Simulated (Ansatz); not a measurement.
A nudged elastic band was laid between two geometries of BrH + FGeH3 (7 atoms, charge 0, multiplicity 1).

Level of theory: Ansatz, RKS PBE/def2-SVP.

```yaml
movable_images: 5
climbing_image: yes
spring: 5.0 eV/Å²
optimiser: quadratic models (default)
start_path: through a guess of the saddle point
force_threshold: 0.03 eV/Å
iteration_limit: 60
end_points: relaxed
```

Image 0:

```xyz
7
Properties=species:S:1:pos:R:3
Ge 0.274 0.000 -0.205
F -0.025 0.000 1.559
H 1.814 0.000 -0.333
H -0.372 1.294 -0.748
H -0.372 -1.294 -0.748
Br -3.257 0.000 1.834
H -1.808 0.000 1.952
```

Image 6:

```xyz
7
Properties=species:S:1:pos:R:3
Ge -0.409 0.000 -0.533
F 0.051 0.000 2.883
H 0.753 0.000 0.475
H -0.470 1.279 -1.398
H -0.470 -1.279 -1.398
Br -2.381 0.000 0.762
H -0.820 0.001 2.519
```

Problem. What changes between the two ends?

Solution. Bonds broken: Ge1–F2, Br6–H7. Bonds formed: Ge1–Br6, F2–H7. BrH + FGeH3 becomes BrGeH3 + FH.

Problem. Give the energies along the band, and the barrier.

Solution. The forces met the threshold. The highest image is number 3 of 0 to 6, 0.75 eV above the first end and 0.80 eV above the last; the last end lies 0.05 eV below the first. A vibrational analysis at the climbing image gives one clearly imaginary mode, 224i cm⁻¹: a first-order saddle point. The orbitals stay closed-shell, which can raise the energy where a bond breaks towards radicals; this wasn't checked here.

| image | path coordinate (Å) | energy (eV) | Ge1–F2 (Å) | Br6–H7 (Å) | Ge1–Br6 (Å) |
| --- | --- | --- | --- | --- | --- |
| 0 | 0.00 | 0.00 | 1.79 | 1.45 | 4.08 |
| 1 | 0.56 | 0.03 | 1.80 | 1.46 | 3.60 |
| 2 | 1.12 | 0.35 | 1.86 | 1.53 | 3.10 |
| 3 | 1.68 | 0.75 | 2.11 | 1.82 | 2.75 |
| 4 | 2.25 | 0.50 | 2.53 | 2.01 | 2.50 |
| 5 | 2.81 | 0.11 | 2.99 | 2.15 | 2.39 |
| 6 | 3.38 | -0.05 | 3.45 | 2.35 | 2.36 |

Problem. What is the geometry of the highest image?

Solution. 
```xyz
7
Properties=species:S:1:pos:R:3
Ge -0.177 0.000 -0.152
F -0.017 0.000 1.951
H 1.371 0.000 0.006
H -0.608 1.328 -0.811
H -0.608 -1.328 -0.811
Br -2.634 0.000 1.092
H -1.074 0.000 2.034
```

Problem. What are the harmonic wavenumbers there?

Solution. 224i, 49, 229, 343, 536, 611, 732, 773, 859, 882, 1065, 1954, 2066, 2100, 2141 cm⁻¹.

Time of the run: 58 s on 2 threads of Intel(R) Xeon(R) Platinum 8259CL CPU @ 2.50GHz (Skylake/Cascade Lake) (shared host), peak memory 0.17 GiB.
